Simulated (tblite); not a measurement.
Record of a relaxation.

Species: C6H9N3S.
Bonds: C1–C2 (double), C2–C3, C3–N4, N4–N5 (aromatic), N5–C6 (aromatic), C6–C7 (aromatic), C7–S8, S8–C9, C7–N10 (aromatic), N4–N10 (aromatic). Hydrogens: H11, H12 on C1; H13 on C2; H14, H15 on C3; H16 on C6; H17, H18, H19 on C9.

Computed with GFN2-xTB (tblite), gas phase: L-BFGS steps from a force-field or distance-geometry start until the largest atomic force falls under 0.01 eV/Å. 6 of its 42 geometries are shown.

Step 0: E = -799.7728 eV, largest atomic force 3.193 eV/Å
```
atom  x, y, z in Å  |  force x, y, z in eV/Å
C1     -3.219    1.133   -0.211    0.015  -0.285  -0.203
C2     -2.605   -0.042   -0.282    0.161   0.428   0.620
C3     -1.657   -0.582    0.785    0.002   0.336  -0.257
N4     -0.349   -0.894    0.236   -0.602  -0.367   0.347
N5     -0.124   -2.073   -0.393    1.395   2.778   0.731
C6      1.169   -1.954   -0.710   -0.541  -0.564  -0.032
C7      1.671   -0.728   -0.230   -0.028   0.282   0.240
S8      3.310   -0.155   -0.388    0.067  -0.220  -0.109
C9      3.203    1.461    0.391   -0.264   0.804   0.483
N10     0.695   -0.059    0.399   -0.708  -1.988  -1.106
H11    -3.098    1.812    0.626    0.010  -0.182  -0.217
H12    -3.891    1.452   -1.010    0.287  -0.085   0.405
H13    -2.768   -0.687   -1.126    0.090  -0.154  -0.100
H14    -2.067   -1.503    1.208   -0.028  -0.080  -0.090
H15    -1.523    0.145    1.602    0.016  -0.100  -0.334
H16     1.676   -2.739   -1.236    0.065   0.143   0.039
H17     4.179    1.950    0.349   -0.082  -0.310  -0.123
H18     2.478    2.096   -0.133    0.121  -0.301   0.094
H19     2.909    1.375    1.447    0.024  -0.138  -0.388
```

Step 8: E = -799.9694 eV, largest atomic force 0.086 eV/Å
```
atom  x, y, z in Å  |  force x, y, z in eV/Å
C1     -3.207    1.120   -0.207    0.024  -0.016  -0.012
C2     -2.587   -0.043   -0.272   -0.002   0.018  -0.038
C3     -1.657   -0.575    0.783   -0.074   0.044   0.000
N4     -0.360   -0.890    0.249   -0.023   0.024   0.018
N5     -0.113   -2.010   -0.383   -0.008  -0.002   0.021
C6      1.166   -1.951   -0.705    0.045   0.017  -0.028
C7      1.670   -0.726   -0.228   -0.001  -0.011  -0.038
S8      3.304   -0.148   -0.380   -0.007  -0.042  -0.027
C9      3.188    1.484    0.405   -0.025  -0.062  -0.020
N10     0.674   -0.079    0.369    0.006  -0.006   0.008
H11    -3.086    1.799    0.621    0.039  -0.051   0.010
H12    -3.876    1.444   -0.987    0.010  -0.008   0.009
H13    -2.735   -0.701   -1.117    0.048   0.001   0.001
H14    -2.078   -1.503    1.188    0.055   0.049   0.023
H15    -1.516    0.161    1.577    0.006  -0.014   0.017
H16     1.667   -2.734   -1.233   -0.014   0.017   0.011
H17     4.181    1.918    0.333   -0.067   0.011   0.024
H18     2.461    2.085   -0.133    0.002   0.004   0.029
H19     2.893    1.359    1.442   -0.012   0.026  -0.007
```

Step 16: E = -799.9752 eV, largest atomic force 0.052 eV/Å
```
atom  x, y, z in Å  |  force x, y, z in eV/Å
C1     -3.196    1.113   -0.214    0.010   0.000   0.019
C2     -2.571   -0.046   -0.282   -0.004   0.004  -0.007
C3     -1.651   -0.562    0.788   -0.043   0.006   0.013
N4     -0.356   -0.880    0.258   -0.018   0.006  -0.028
N5     -0.121   -2.001   -0.376    0.038  -0.024   0.026
C6      1.155   -1.947   -0.710    0.041   0.011  -0.012
C7      1.666   -0.725   -0.241    0.019   0.000  -0.014
S8      3.301   -0.153   -0.390    0.005   0.011  -0.012
C9      3.168    1.472    0.405   -0.008  -0.002  -0.004
N10     0.678   -0.071    0.363    0.015  -0.029   0.028
H11    -3.061    1.770    0.629   -0.034   0.033   0.002
H12    -3.870    1.450   -0.984    0.042  -0.011   0.000
H13    -2.696   -0.707   -1.129    0.011  -0.003   0.000
H14    -2.065   -1.486    1.205   -0.007  -0.006   0.014
H15    -1.516    0.176    1.580    0.009   0.032  -0.013
H16     1.657   -2.731   -1.234   -0.034  -0.013  -0.017
H17     4.156    1.916    0.340   -0.014   0.020   0.014
H18     2.441    2.074   -0.129   -0.017  -0.009  -0.001
H19     2.871    1.348    1.441   -0.014  -0.026  -0.008
```

Step 25: E = -799.9806 eV, largest atomic force 0.079 eV/Å
```
atom  x, y, z in Å  |  force x, y, z in eV/Å
C1     -3.178    1.111   -0.215   -0.002   0.008  -0.009
C2     -2.549   -0.046   -0.281    0.021   0.024  -0.020
C3     -1.636   -0.552    0.800   -0.048   0.036   0.020
N4     -0.342   -0.885    0.277   -0.028   0.017  -0.032
N5     -0.118   -2.004   -0.364    0.003  -0.024   0.014
C6      1.153   -1.951   -0.718   -0.002  -0.011  -0.020
C7      1.673   -0.730   -0.255    0.005  -0.013  -0.015
S8      3.303   -0.145   -0.420   -0.010   0.024   0.001
C9      3.135    1.463    0.405   -0.017   0.005   0.004
N10     0.694   -0.077    0.366    0.022  -0.031   0.025
H11    -3.070    1.762    0.638   -0.011  -0.004  -0.031
H12    -3.830    1.455   -1.000    0.009  -0.022   0.011
H13    -2.649   -0.701   -1.136   -0.003   0.010   0.011
H14    -2.055   -1.461    1.244   -0.001  -0.011  -0.007
H15    -1.504    0.211    1.567    0.055   0.007   0.056
H16     1.629   -2.739   -1.259    0.033   0.003  -0.003
H17     4.109    1.941    0.365    0.004  -0.022  -0.012
H18     2.397    2.054   -0.125   -0.019   0.011   0.001
H19     2.828    1.305    1.433   -0.013  -0.009   0.008
```

Step 33: E = -799.9841 eV, largest atomic force 0.034 eV/Å
```
atom  x, y, z in Å  |  force x, y, z in eV/Å
C1     -3.166    1.116   -0.222   -0.007  -0.002   0.004
C2     -2.525   -0.034   -0.274    0.025   0.020  -0.008
C3     -1.621   -0.538    0.814   -0.012  -0.017   0.008
N4     -0.334   -0.894    0.286   -0.002   0.006  -0.010
N5     -0.117   -2.012   -0.361    0.002  -0.001   0.003
C6      1.151   -1.960   -0.728   -0.001   0.006  -0.004
C7      1.677   -0.742   -0.264    0.005  -0.011  -0.011
S8      3.295   -0.132   -0.445   -0.012  -0.013  -0.002
C9      3.102    1.458    0.406    0.002  -0.003   0.000
N10     0.706   -0.092    0.373    0.010  -0.003  -0.014
H11    -3.085    1.771    0.631    0.010   0.016  -0.010
H12    -3.808    1.448   -1.019   -0.010  -0.007   0.001
H13    -2.612   -0.690   -1.130    0.011   0.003   0.010
H14    -2.053   -1.438    1.262   -0.014  -0.026   0.017
H15    -1.465    0.224    1.579    0.000  -0.003  -0.009
H16     1.627   -2.744   -1.276   -0.010   0.013   0.012
H17     4.072    1.943    0.377   -0.002   0.014   0.005
H18     2.357    2.051   -0.115    0.001   0.002   0.003
H19     2.791    1.276    1.429    0.001   0.006   0.004
```

Step 41: E = -799.9844 eV, largest atomic force 0.009 eV/Å
```
atom  x, y, z in Å  |  force x, y, z in eV/Å
C1     -3.164    1.118   -0.222   -0.001   0.001   0.000
C2     -2.521   -0.032   -0.273    0.000   0.002  -0.002
C3     -1.620   -0.540    0.817   -0.002   0.001   0.000
N4     -0.334   -0.896    0.287    0.002   0.000   0.000
N5     -0.118   -2.014   -0.361    0.006  -0.002   0.002
C6      1.149   -1.961   -0.730    0.004   0.003   0.000
C7      1.676   -0.743   -0.267    0.002  -0.001  -0.003
S8      3.293   -0.132   -0.447   -0.008  -0.002   0.001
C9      3.099    1.458    0.406   -0.001   0.001   0.001
N10     0.706   -0.093    0.371    0.004  -0.001  -0.004
H11    -3.083    1.778    0.626    0.003   0.000  -0.001
H12    -3.808    1.444   -1.020    0.004   0.000  -0.003
H13    -2.603   -0.687   -1.128   -0.004  -0.002   0.002
H14    -2.054   -1.439    1.265    0.000  -0.002  -0.001
H15    -1.462    0.223    1.581   -0.001  -0.002   0.004
H16     1.625   -2.745   -1.278   -0.008   0.004   0.003
H17     4.067    1.947    0.379    0.001   0.000  -0.001
H18     2.353    2.050   -0.114   -0.003   0.000   0.000
H19     2.788    1.274    1.429    0.001   0.000   0.002
```

**Question.** Summarise the path.

**Answer.** The energy falls by 0.2117 eV from step 0 to step 41; nine tenths of that is first reached at step 5. It falls at every step. The largest force goes from 3.193 to 0.009 eV/Å. Among the bonds N4–N5 changes most, from 1.355 to 1.309 Å; the atoms move by 0.091 Å rms after alignment.

**Question.** Follow the three bonds and two angles with the largest change from start to end.

**Answer.** 
```
step  E above end (eV)  largest force (eV/Å)  N4–N5 (Å)  N4–N10 (Å)  C2–C3 (Å)  N4–N5–C6 (°)  N4–N10–C7 (°)
   0            0.2117                 3.193      1.355       1.346      1.526         101.1          101.4
   2            0.0317                 0.378      1.309       1.320      1.510         105.4          104.6
   4            0.0234                 0.182      1.311       1.318      1.507         105.3          104.5
   5            0.0197                 0.137      1.311       1.321      1.503         105.3          104.4
   7            0.0162                 0.081      1.310       1.320      1.503         105.2          104.3
   9            0.0140                 0.093      1.309       1.318      1.504         105.2          104.3
  11            0.0124                 0.063      1.309       1.318      1.502         105.2          104.3
  12            0.0118                 0.068      1.309       1.319      1.501         105.2          104.2
  14            0.0104                 0.063      1.309       1.319      1.501         105.2          104.2
  16            0.0093                 0.052      1.309       1.318      1.503         105.1          104.1
  18            0.0082                 0.067      1.309       1.317      1.504         105.2          104.2
  20            0.0068                 0.080      1.309       1.318      1.503         105.3          104.3
  21            0.0061                 0.087      1.310       1.318      1.502         105.3          104.3
  23            0.0048                 0.052      1.309       1.318      1.502         105.3          104.3
  25            0.0038                 0.079      1.309       1.317      1.502         105.2          104.2
  27            0.0024                 0.069      1.308       1.317      1.503         105.2          104.2
  29            0.0014                 0.042      1.309       1.317      1.502         105.2          104.3
  30            0.0011                 0.042      1.309       1.317      1.502         105.2          104.3
  32            0.0005                 0.035      1.309       1.316      1.502         105.2          104.3
  34            0.0002                 0.028      1.309       1.316      1.503         105.2          104.3
  36            0.0001                 0.016      1.309       1.316      1.503         105.2          104.3
  37            0.0001                 0.011      1.309       1.316      1.503         105.2          104.3
  39            0.0000                 0.011      1.309       1.316      1.502         105.2          104.3
  41            0.0000                 0.009      1.309       1.316      1.502         105.2          104.3
```

What follows is the cost of the whole relaxation. Hardware: one thread of an Arm Neoverse V1, shared host. Cost: 0.33 s of wall time.
